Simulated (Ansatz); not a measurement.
Ansatz (a quantum-chemistry and plane-wave program) input (B3LYP-D3(BJ)/def2-TZVP):

Ansatz 0.2 input:
```yaml
crystal:
  periodic: [false, false, false]
  atoms:
    - {symbol: Al, position_ang: [-0.82832125, -0.71720851, -0.81811482]}
    - {symbol: Br, position_ang: [0.01754099, 1.64283823, -1.03351702]}
    - {symbol: Br, position_ang: [0.29012119, -1.37644650, 1.33738824]}
basis:
  gaussian:
    orbitals: def2-TZVP
hamiltonian:
  xc: b3lyp
  dispersion: d3bj
total_charge: -1
phonons: {temperatures: {t_min: 298.15, t_max: 298.15, t_step: 100}}
```

Output:

```
Functional definition: B3LYP
integrals: 0.06 GiB planned
1085 factors; their error is unknown
mean field: 0.61 GiB planned
mean field evaluation 1: about -146695.9140 eV, gradient 1.9e1 eV
mean field evaluation 2: about -146695.9228 eV, gradient 1.7e1 eV
mean field evaluation 4: about -146696.2536 eV, gradient 2.1e-1 eV
mean field evaluation 8: about -146696.9542 eV, gradient 4.4e-1 eV
mean field evaluation 16: about -146696.9543 eV, gradient 7.6e-6 eV
mean field -146696.95432909 eV, -5391.0136368272 hartree, gradient 7.5e-6 eV, S^2 0.000000; 0 other end points of the search recorded, 0 dependent functions left out
the calculation of the forces begins
reference -146696.95452739 eV, -5391.0136441144 hartree; 42, 42 occupied and 91, 91 virtual orbitals, 1085 factors
these checks for a lower state are left out or cut short: stability, starts, cluster_reference, orbital_swaps, neighbouring_geometries, increment
integrals: 0.06 GiB planned
1085 factors; their error is unknown
mean field: 0.61 GiB planned
mean field -146696.95431209 eV, -5391.0136362023 hartree, gradient 1.8e-6 eV, S^2 0.000000; 0 other end points of the search recorded, 0 dependent functions left out
the calculation of the forces begins
reference -146696.95451037 eV, -5391.0136434890 hartree; 42, 42 occupied and 91, 91 virtual orbitals, 1085 factors
these checks for a lower state are left out or cut short: stability, starts, cluster_reference, orbital_swaps, neighbouring_geometries, increment
integrals: 0.06 GiB planned
1085 factors; their error is unknown
mean field: 0.61 GiB planned
mean field evaluation 32: about -146696.9543 eV, gradient 1.8e-6 eV
mean field -146696.95432498 eV, -5391.0136366762 hartree, gradient 1.8e-6 eV, S^2 0.000000; 0 other end points of the search recorded, 0 dependent functions left out
the calculation of the forces begins
reference -146696.95452329 eV, -5391.0136439638 hartree; 42, 42 occupied and 91, 91 virtual orbitals, 1085 factors
these checks for a lower state are left out or cut short: stability, starts, cluster_reference, orbital_swaps, neighbouring_geometries, increment
integrals: 0.06 GiB planned
1085 factors; their error is unknown
mean field: 0.61 GiB planned
mean field -146696.95428073 eV, -5391.0136350499 hartree, gradient 1.8e-6 eV, S^2 0.000000; 0 other end points of the search recorded, 0 dependent functions left out
the calculation of the forces begins
reference -146696.95447903 eV, -5391.0136423371 hartree; 42, 42 occupied and 91, 91 virtual orbitals, 1085 factors
these checks for a lower state are left out or cut short: stability, starts, cluster_reference, orbital_swaps, neighbouring_geometries, increment
integrals: 0.06 GiB planned
1085 factors; their error is unknown
mean field: 0.61 GiB planned
mean field -146696.95437381 eV, -5391.0136384706 hartree, gradient 1.8e-6 eV, S^2 0.000000; 0 other end points of the search recorded, 0 dependent functions left out
the calculation of the forces begins
reference -146696.95457211 eV, -5391.0136457577 hartree; 42, 42 occupied and 91, 91 virtual orbitals, 1085 factors
these checks for a lower state are left out or cut short: stability, starts, cluster_reference, orbital_swaps, neighbouring_geometries, increment
integrals: 0.06 GiB planned
1085 factors; their error is unknown
mean field: 0.61 GiB planned
mean field -146696.95437850 eV, -5391.0136386429 hartree, gradient 1.8e-6 eV, S^2 0.000000; 0 other end points of the search recorded, 0 dependent functions left out
the calculation of the forces begins
reference -146696.95457680 eV, -5391.0136459304 hartree; 42, 42 occupied and 91, 91 virtual orbitals, 1085 factors
these checks for a lower state are left out or cut short: stability, starts, cluster_reference, orbital_swaps, neighbouring_geometries, increment
integrals: 0.06 GiB planned
1085 factors; their error is unknown
mean field: 0.61 GiB planned
mean field evaluation 64: about -146696.9543 eV, gradient 1.8e-6 eV
mean field -146696.95426587 eV, -5391.0136345037 hartree, gradient 1.8e-6 eV, S^2 0.000000; 0 other end points of the search recorded, 0 dependent functions left out
the calculation of the forces begins
reference -146696.95446415 eV, -5391.0136417905 hartree; 42, 42 occupied and 91, 91 virtual orbitals, 1085 factors
Total energy: -146697.14543401 eV, -5391.0206598035 hartree
Atom 0 at    -0.828321    -0.717209    -0.818115 Å, force    -0.001295    -0.001121    -0.001279 eV/Å
Atom 1 at     0.017541     1.642838    -1.033517 Å, force     0.000682     0.000181     0.000937 eV/Å
Atom 2 at     0.290121    -1.376446     1.337388 Å, force     0.000613     0.000940     0.000342 eV/Å
Dipole moment:     0.111732     0.096744     0.110355 e Å
Vibrations: 78.38 241.53 268.81 cm⁻¹, zero-point energy 0.036496 eV
```
